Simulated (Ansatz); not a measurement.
Two isomers of CH7AsBNSi: A = `B[As]1C[SiH2]N1`, B = `NB1[SiH2]C1[AsH2]`.

Computed with Ansatz on PBE0-D4/def2-TZVP structures; ΔE is electronic, products minus reactants. CCSD(T)/CBS is the MP2 limit (def2-TZVPP, def2-QZVPP) plus CCSD(T) − MP2 in def2-TZVPP, frozen cores. Functionals use def2-TZVPP. For As outer-core shells are correlated without core-valence functions, which leaves a few kJ/mol of doubt a bond. Scalar relativity is left out up to krypton. Each species was taken in one conformer, which may not be the lowest.

Question: Which is lower in electronic energy at CCSD(T)/CBS, and by how much? (An estimate is asked.)

Answer: Computed: A, by 11.5 kJ/mol.

Question: Give E(B) − E(A) in kJ/mol with CCSD/def2-TZVPP, PBE0-D4, CCSD(T)/def2-TZVPP, MP2/def2-TZVPP, r2SCAN-D4, PBE-D4, HF/def2-TZVPP. (An estimate is asked.)

Answer: The calculation gave: CCSD/def2-TZVPP 13.2, PBE0-D4 -7.4, CCSD(T)/def2-TZVPP 10.3, MP2/def2-TZVPP 14.3, r2SCAN-D4 -5.4, PBE-D4 -15.5, HF/def2-TZVPP 32.2. The order is the other way round with PBE0-D4, r2SCAN-D4, PBE-D4.

Largest T1 diagnostic: 0.014.

In def2-TZVPP, CCSD(T) changes the Hartree–Fock value by −21.9 kJ/mol (the triples alone add −2.9 kJ/mol) and MP2 by −17.8 kJ/mol. From PBE to PBE0 (25 % exact exchange), in def2-TZVPP and without D4, E(B) − E(A) moves by +8.6 kJ/mol.
